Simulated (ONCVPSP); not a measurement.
## Scattering properties, ONCV potential for Zn

```
Element                 : zinc (Zn)
Generator               : ONCVPSP 4.0.1
Type                    : optimised norm-conserving Vanderbilt (ONCV)
Functional              : PBE
Relativity              : fully relativistic
Frozen core             : [Ne]
Valence charge          : 20
Reference configuration : 3s2 3p6 3d10 4s2
Partial waves           : 3s+4s: rc 1.25 bohr, ncon 5, nbas 10, qcut 11.4 1/bohr, 2 projectors; 3p: rc 0.80 bohr, ncon 3, nbas 6, qcut 14.1 1/bohr, 2 projectors, debl 0.9 Ha; 3d: rc 0.90 bohr, ncon 4, nbas 7, qcut 17.9 1/bohr, 2 projectors, debl 3.1 Ha
Local potential         : polynomial inside 0.60 bohr (lpopt 2, dvloc0 0 Ha)
Core correction         : none
```

Open shells are filled in proportion to 2j + 1.

In the p channel the program set the typed energies aside and used -3.027, 0.250 Ha (j = l + 1/2; the other j can differ).

The phase is arctan(r·R′/R) of the radial function R(r), unwrapped; energies in Ha, scanned from -6 to 5 Ha. A pole is an energy at which the radial function vanishes at the test radius. The pseudo phase is shifted by a multiple of π to meet the all-electron one at the reference energy, and phase errors are pseudo minus all-electron; the curves can meet again beyond the range given. Levels narrower than the energy grid can be missing from the lists of poles.

For each channel, where are the poles, and over which energies does the pseudopotential scatter like the atom?

```csv
channel,radius (bohr),reference energy (Ha),"poles, all-electron","poles, pseudo",unbroken range about the reference energy with phases within 0.05 rad,phase error 1 Ha above the reference energy (rad)
s,1.27,-0.22,-4.32,-4.32,the whole range,-0.000
p3/2,0.81,-3.03,2.48,2.48,the whole range,+0.000
p1/2,0.81,-3.14,2.18,2.18,the whole range,+0.000
d5/2,0.91,-0.37,2.44,2.44,the whole range,+0.000
d3/2,0.91,-0.38,2.40,2.40,the whole range,+0.000
```

Phases in the d3/2 channel:

```csv
E (Ha),all-electron,pseudo
-5.96,1.055,1.055
-5.40,1.005,1.005
-4.84,0.940,0.940
-4.28,0.853,0.853
-3.72,0.732,0.732
-3.16,0.556,0.556
-2.60,0.296,0.296
-2.04,-0.064,-0.064
-1.48,-0.471,-0.471
-0.92,-0.818,-0.818
-0.36,-1.065,-1.065
0.20,-1.234,-1.234
0.76,-1.355,-1.355
1.32,-1.444,-1.444
1.88,-1.515,-1.515
2.44,-1.575,-1.575
3.00,-1.627,-1.627
3.56,-1.676,-1.676
4.12,-1.723,-1.723
4.68,-1.771,-1.771
```
